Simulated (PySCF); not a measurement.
Spectroscopy problems

[PySCF 2.14.0 with density-fitted response routines: σ from GIAO-PBE0/pcSseg-1; GFN2-xTB structure; equivalent nuclei averaged; non-relativistic; in vacuum; one conformer]

Shifts are taken against calculated references (same method and geometry level): $^{1}$H (31.72 ppm) and $^{13}$C (186.93 ppm) vs TMS. Splittings of carbon signals by F and P are missing where no couplings were computed. Where no couplings were computed, multiplicities follow the n + 1 count of equivalent neighbours, and m marks all less simple cases (inequivalent or close neighbours, rings, F or P nearby). Shifts are as computed. Against solution values, carbons near 30 ppm lie about +3 ppm off and those near 130 ppm about +5 ppm. Of 1309 compounds with measured shifts, 239 miss one by over three times the rms of a fit or turn the order of signals round; such compounds aren't used in these exercises.

(1) C5H12FPSi. $^{1}$H NMR (500 MHz, computed): δ 5.66 (m, 1H), 4.79 (m, 1H), 2.31 (m, 1H), 2.01 (m, 1H), 1.78 (m, 1H), 1.54 (m, 1H), 1.38 (m, 2H), 1.23 (m, 3H), 1.20 (m, 1H). $^{13}$C{$^{1}$H} NMR (computed): δ 96.6, 36.3, 23.7, 22.5, 10.5. What is it?

(2) C7H9FSi. $^{1}$H NMR (600 MHz, computed): δ 5.57 (m, 1H), 5.27 (m, 1H), 5.26 (m, 1H), 4.02 (m, 1H), 2.43 (m, 1H), 1.82 (s, 3H), 1.72 (d, 1H). $^{13}$C{$^{1}$H} NMR (computed): δ 149.3, 120.3, 103.1, 84.8, 84.4, 35.9, 26.1. Identify the compound.

Answers

(1) `C[C@@H](F)[C@H]1CC[Si@H]1P`. 5 carbon signals for 5 carbons: no two carbons are equivalent. Carbon types of the structure: 2 × CH, 2 × CH2, 1 × CH3, leaving 3 H on heteroatoms. δC 96.6: sp3 CH bonded to F; deshielded by the electronegative neighbour. δC 22.5: methyl carbon; aliphatic region, no heteroatom directly attached. δC 10.5: sp3 CH2 bonded to Si; an electropositive neighbour leaves it electron-rich and shielded. δH 4.79: hydrogen on an sp3 CH bonded to F; its carbon carries F, hence the downfield position.

This is the structure that produced the data.

(2) SMILES C#C[Si@H]1[C@H](C(=C)C)[C@@H]1F. Rings plus π bonds: 4 (1 ring in the answer). 7 carbon signals for 7 carbons: no two carbons are equivalent. Carbon types of the structure: 2 × C, 3 × CH, 1 × CH2, 1 × CH3, leaving 1 H on heteroatoms. δC 120.3: terminal =CH2 carbon; the olefinic region. δC 103.1: terminal alkyne carbon; sp carbons lie upfield of alkene carbons because the cylindrical π system leaves one tensor component strongly shielded. δC 84.8, 35.9: three-membered-ring carbon. δC 84.4: alkyne carbon; sp carbons lie upfield of alkene carbons because the cylindrical π system leaves one tensor component strongly shielded.

The data come from this structure; uniqueness wasn't tested.
